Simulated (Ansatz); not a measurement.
A nudged elastic band was laid between two geometries of H₄O₂Sn (7 atoms, charge 0, multiplicity 1).

Method: RKS B3LYP-D4/def2-SVP in Ansatz.

| Quantity | Value |
| --- | --- |
| movable images | 7 |
| climbing image | yes |
| spring | 5.0 eV/Å² |
| optimiser | quadratic models (default) |
| start path | through a guess of the saddle point |
| force threshold | 0.05 eV/Å |
| iteration limit | 60 |
| end points | relaxed |

First end point:

```xyz
7
Properties=species:S:1:pos:R:3
Sn 0.356 -0.086 -0.023
O 0.680 -0.080 1.944
H -0.134 -0.118 2.466
H 1.904 0.141 -0.695
O -0.706 1.532 -0.508
H -1.659 1.369 -0.508
H -0.536 -1.491 -0.475
```

Last end point:

```xyz
7
Properties=species:S:1:pos:R:3
Sn 0.091 -0.195 -1.020
O 1.023 0.151 1.292
H 0.685 -0.524 1.900
H 1.986 0.147 1.392
O -1.029 1.490 -0.960
H -1.797 1.408 -0.378
H -1.054 -1.209 -0.025
```

(1) Which bonds break or form, and what moves?

(2) What energy profile does the band end with?

(3) What is the geometry of the highest image?

## Answers

(1) Bonds broken: Sn1–O2, Sn1–H4. Bonds formed: O2–H4.

(2) It converged. The highest image is number 5 of 0 to 8, 1.91 eV above the first end and 2.28 eV above the last; the last end lies 0.37 eV below the first. Neighbouring images differ by up to 1.5 eV, so the band resolves the path poorly. A vibrational analysis at the climbing image gives one clearly imaginary mode, 1233i cm⁻¹: a first-order saddle point. The orbitals stay closed-shell, which can raise the energy where a bond breaks towards radicals; this wasn't checked here.

```tsv
image	path coordinate (Å)	energy (eV)	Sn1–O2 (Å)	Sn1–H4 (Å)	O2–H4 (Å)
0	0.00	0.00	1.99	1.70	2.92
1	0.56	0.00	2.00	1.70	2.98
2	1.13	0.02	2.00	1.71	3.05
3	1.69	0.13	1.99	1.71	2.82
4	2.25	0.93	2.02	1.69	2.21
5	2.82	1.91	2.17	1.77	1.58
6	3.36	0.37	2.36	2.09	1.04
7	3.91	-0.28	2.51	2.69	0.97
8	4.45	-0.37	2.52	3.09	0.97
```

(3) 
```xyz
7
Properties=species:S:1:pos:R:3
Sn 0.204 -0.042 -0.359
O 0.822 0.211 1.707
H 0.750 -0.567 2.287
H 1.770 0.041 0.451
O -0.882 1.582 -0.770
H -1.834 1.418 -0.707
H -0.924 -1.378 -0.406
```

The run took 100 s on 1 thread of AMD EPYC 9R45 96-Core Processor (Zen 5) (shared host), peak memory 0.19 GiB.
